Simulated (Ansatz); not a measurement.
Cartesian coordinates in Å:
```
O 0.027 -1.629 1.716
Zn 0.023 -0.378 0.455
B 0.073 1.153 -0.907
F -0.363 1.004 -2.146
F 0.541 2.352 -0.609
H -0.301 -2.501 1.492
```

Charge 0, multiplicity 1.

List the CAM-B3LYP/def2-TZVPP orbital energies in eV (the Gaussian-basis code of Ansatz). (Best estimate.)

Ansatz gave: Occupied: -9452.18, -1151.31, -1014.74, -1014.73, -1014.65, -674.33, -674.32, -521.76, -188.71, -134.20, -90.50, -90.47, -90.33, -36.22, -35.35, -28.07, -18.20, -17.11, -16.87, -16.44, -16.40, -16.39, -16.36, -15.65, -15.63, -14.19, -13.81, -13.71, -10.94, -9.90, -9.88. Lowest empty: -0.57, 0.17, 0.69, 2.02, 2.42, 3.01, 4.17, 4.67.
